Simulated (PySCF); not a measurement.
Fill in the blanks.

C3H6O2Si.
InChI=1S/C3H6O2Si/c1-6(2-4)3-5/h2-3,6H,1H3

Conformer (atom-mapped SMILES and torsion angles): `[CH3:1][SiH:2]([CH:3]=[O:4])[CH:5]=[O:6]`: C1–Si2–C3–O4 141°, C1–Si2–C5–O6 32°.

| property | level | value |
| --- | --- | --- |
| point group of the GFN2-xTB geometry | GFN2-xTB | ? |
| rotational constants A, B, C of the GFN2-xTB geometry | GFN2-xTB | 3.614, 1.987, 1.500 GHz |
| dipole moment | CAM-B3LYP/def2-SVPD | 2.40 D |
| HOMO energy | CAM-B3LYP/def2-SVPD | ? |
| LUMO energy | CAM-B3LYP/def2-SVPD | ? |
| lowest singlet excitation | TDDFT CAM-B3LYP/def2-SVPD | 2.99 eV (415 nm, f = 0.004) |
| strongest line among the 8 lowest singlet transitions | TDDFT CAM-B3LYP/def2-SVPD | ? |
| lowest triplet excitation (Tamm–Dancoff) | TDA CAM-B3LYP/def2-SVPD | ? |
| static isotropic polarisability | CAM-B3LYP/def2-SVPD | 69.2 au |
| electronic spatial extent ⟨r²⟩ about the centre of nuclear charge | CAM-B3LYP/def2-SVPD | ? |
| 13C chemical shifts (computed TMS as zero) by class | GIAO PBE0/pcSseg-1 | 242.9 (2 C), -9.7 (1 C) ppm |
| 1H chemical shifts (computed TMS as zero) by class | GIAO PBE0/pcSseg-1 | 12.14 (2 H), 4.47 (1 H), 0.61 (3 H) ppm |
| isotropic shieldings of nuclei other than C and H, by class | GIAO PBE0/pcSseg-1 | -623 (2 O), 397 (1 Si) ppm |

The electronic properties come from PySCF, for the isolated species, density fitting. One conformer (not necessarily the lowest) at the GFN2-xTB geometry, without solvent or vibrations. NMR classes are plain means over equivalent atoms (diastereotopic ones count apart unless rotation or inversion swaps them), as if these changed places fast; in this geometry the members of some classes differ.

The point group of the GFN2-xTB geometry?

C1.

The electronic spatial extent ⟨r²⟩ about the centre of nuclear charge?

822 bohr².

The LUMO energy?

-1.13 eV.

The lowest triplet excitation (Tamm–Dancoff)?

2.32 eV.

Give the strongest line among the 8 lowest singlet transitions.

S4 at 5.81 eV (213 nm, f = 0.120).

What is the HOMO energy?

-8.41 eV.

In atomic units the dipole is 0.95 e·bohr (1 au = 2.5417 D). With B = h/(8π²I), that is 505.379 GHz u Å² over I, the principal moments of inertia are 139.8, 254.3 and 336.8 u Å² (most abundant isotopes); the inertial defect Ic − Ia − Ib is -57.3 u Å² (zero for a rigid planar frame, negative otherwise). 1 of the 8 computed singlets lies in the visible range (750 to 380 nm, 1.65 to 3.26 eV), with an oscillator strength of 0.004. A dipole of 2.40 D is allowed in C1, and pure rotational transitions are dipole-allowed. The vertical singlet–triplet gap S1 − T1 is 0.67 eV (TDDFT singlet less Tamm–Dancoff triplet; S1: HOMO→LUMO, weight 0.77; T1: HOMO→LUMO, weight 0.77). The rotational constants make it an asymmetric top with κ = (2B − A − C)/(A − C) = -0.54, nearer the prolate limit (−1).

For the TDDFT job (CAM-B3LYP/def2-SVPD), the run took 46 s of wall time on Arm Neoverse N1, one thread, no GPU, shared host with 64 logical CPUs at a one-minute load of 55, and the process peaked at 0.76 GiB of memory.
